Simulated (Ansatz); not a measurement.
BrCl₂HOSn, SMILES `[OH][Sn]([Cl])([Cl])[Br]`, charge 0, multiplicity 1.

Give a relaxed structure at PBE0-D4/def2-TZVP (Ansatz 0.2.0). (An estimate is asked.)

Computed: 
Z-matrix (Å, degrees):
```
Sn
Cl 1 2.284
Cl 1 2.299 2 109.9
O 1 1.934 2 105.8 3 118.7
Br 1 2.444 2 111.2 3 -120.5
H 4 0.962 1 113.1 2 177.5
```
